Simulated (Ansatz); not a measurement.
`CO[Si](F)(Cl)[SeH]` + `[NH2][GeH2][OH]` → `CO[Si](N)(F)Cl` + `[OH][GeH2][SeH]`  (redistribution)

Calculated with Ansatz (gas phase, PBE0-D4/def2-TZVP geometries, no zero-point term in ΔE). CCSD(T)/CBS adds triple-zeta CCSD(T) − MP2 to the extrapolated MP2 energy (def2 sets, frozen cores). DFT in def2-TZVPP. For Ge, Se outer-core shells are correlated without core-valence functions, which leaves a few kJ/mol of doubt a bond. Scalar relativity is left out up to krypton. One conformer a species, not always the lowest.

`CO[Si](F)(Cl)[SeH]`:

Cartesian coordinates in Å:
```
C 0.109 -0.308 1.682
O 0.216 -0.939 0.417
Si -0.169 -0.293 -1.007
F -1.691 0.157 -1.054
Cl 0.054 -1.758 -2.388
Se 1.109 1.527 -1.388
H -0.935 -0.274 2.004
H 0.684 -0.898 2.396
H 0.509 0.710 1.656
H 0.115 2.076 -2.319
```

`[NH2][GeH2][OH]`:

Z-matrix (Å, degrees):
```
Ge
O 1 1.780
N 1 1.819 2 104.8
H 1 1.538 2 111.2 3 -115.1
H 1 1.549 2 106.5 3 123.0
H 2 0.959 1 112.2 3 -147.4
H 3 1.009 1 115.8 2 -150.0
H 3 1.009 1 117.0 2 77.3
```

`CO[Si](N)(F)Cl`:

Z-matrix (Å, degrees):
```
C
O 1 1.414
H 1 1.094 2 110.8
H 1 1.093 2 111.4 3 121.5
H 1 1.090 2 107.9 3 -118.9
Si 2 1.614 1 125.3 3 -69.4
F 6 1.593 2 107.3 1 -44.4
N 6 1.675 2 108.2 1 -168.9
Cl 6 2.041 2 113.2 1 70.1
H 8 1.005 6 122.5 2 38.1
H 8 1.004 6 122.8 2 -153.3
```

`[OH][GeH2][SeH]`:

Z-matrix (Å, degrees):
```
Ge
Se 1 2.352
O 1 1.777 2 110.9
H 1 1.538 2 104.8 3 120.1
H 1 1.530 2 112.4 3 -115.9
H 2 1.469 1 92.5 3 65.8
H 3 0.960 1 112.1 2 47.3
```

```
        level  ΔE (kJ/mol)
      PBE0-D4        -74.8
          PBE        -72.2
         PBE0        -76.2
HF/def2-TZVPP        -86.5
```

Task: What does CCSD(T)/CBS give? (An estimate is asked.)

Result: The calculation gave: -70.5 kJ/mol. The listed levels differ from it by -4.3, -1.7, -5.7, -16.0 kJ/mol.

Largest T1 diagnostic among the species: 0.011.

From PBE to PBE0 (25 % exact exchange), in def2-TZVPP and without D4, ΔE moves by −3.9 kJ/mol. In def2-TZVPP, CCSD(T) changes the Hartree–Fock value by +13.4 kJ/mol (the triples alone add +2.3 kJ/mol) and MP2 by +15.2 kJ/mol.
